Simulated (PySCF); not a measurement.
## Polarisability and C₆ of Cr (chromium, neutral)

[Ar] 3d5 4s1, high-spin 7S determinant. Computed with PySCF 2.14 in aug-cc-pVDZ (7s6p4d2f, 59 functions), with no relativity, point nucleus. Coupled (time-dependent) response in atomic units; α is the mean over directions. A double-zeta set is small for polarisabilities.

```json
{"method": "wB97X", "mean α (bohr³)": "91.35", "C₆ (like pair)": "798.3", "S(−4)": "6838"}
{"method": "M06-2X", "mean α (bohr³)": "88.77", "C₆ (like pair)": "769.7", "S(−4)": "6473"}
```

S(−4) is the Cauchy moment in α(ω) = α(0) + S(−4) ω² + …

Reference α: 83 ± 12 bohr³ (recommended; Schwerdtfeger and Nagle, table of static dipole polarizabilities (2023 update)). Published C₆: 602.0 (Chu and Dalgarno (2004); Tang, Norbeck and Certain (1976)).

α(iu) at M06-2X:

```tsv
u (hartree)	α(iu) (bohr³)
0	88.77
0.0500	75.37
0.100	53.13
0.200	26.74
0.300	16.25
0.500	8.611
0.750	5.236
1.00	3.660
1.50	2.180
2.00	1.487
3.00	0.8341
5.00	0.3665
```

A single London oscillator, α(iu) = α/(1 + u²/ω²), gives C₆ = (3/4) ω α². Matching the computed C₆ needs ω = 4 × 769.7 / (3 × 88.77²) = 0.130 hartree.
